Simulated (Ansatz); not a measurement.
Mulliken charges of `N[SiH](F)P` from ωB97M-V/def2-TZVPP in Ansatz (PBE0-D4/def2-TZVP geometry).

```csv
atom,x (Å),y (Å),z (Å),charge (e)
N1,-0.195,1.338,-0.805,-0.360
Si2,0.556,-0.009,-0.099,0.576
F3,1.484,-0.857,-1.100,-0.315
P4,-1.065,-1.423,0.527,-0.225
H5,-0.969,1.247,-1.442,0.124
H6,0.283,2.217,-0.913,0.122
H7,1.466,0.497,0.954,-0.056
H8,-0.160,-2.338,1.125,0.067
H9,-1.312,-0.721,1.737,0.066
```

Question: By hand: the dipole of these point charges (1 e Å = 4.8032 D).

Answer: Σ q r = (-0.102, 0.296, 0.307) e Å, of length 0.438 e Å = 2.10 D.

Question: How does the dipole of the full density compare? (Best estimate.)

Answer: Ansatz gave: (-0.129, 0.366, 0.032) e Å, 1.87 D; the point charges give 1.12 times that, at 40° from its direction.

Point charges leave out the atoms' own dipoles, such as those of lone pairs, and Mulliken's split depends on the basis, so the two needn't agree.
